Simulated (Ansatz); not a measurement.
Ansatz results at the PBE0-D4/def2-TZVP geometry: size of the dipole moment (B3LYP/def2-TZVPP) 1.52 D; zero-point energy (PBE0-D4/def2-TZVP) 211.0 kJ/mol; size of the dipole moment (ωB97M-V/def2-TZVPP) 1.74 D.

(1) Which molecule gave them?
A. `[BH2]`•
B. `[F][Ge]([F])[F]`•
C. `C[N](C)[Mg]`•
D. `[F][Ga][Br]`•

Results:

(1) C. The others give `[F][Ga][Br]`•: 2.01, 6.4, 2.04; `[F][Ge]([F])[F]`•: 2.11, 17.0, 2.16; `[BH2]`•: 0.49, 37.8, 0.50.

B3LYP here is the variant with VWN-RPA as its local correlation; programs differ in this.
